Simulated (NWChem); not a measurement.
Species: SiOH cation, singlet; SMILES [OH+]=[Si]

Low-valent species are run as closed-shell singlets; no triplet was tried in these runs.

Task: Give the equilibrium geometry at PBE0/def2-SVP (NWChem) as a Z-matrix, with the point group.

Result: point group C*v; any orientation.
```
O
H 1 0.9687
Si 1 1.5588 2 179.99
```
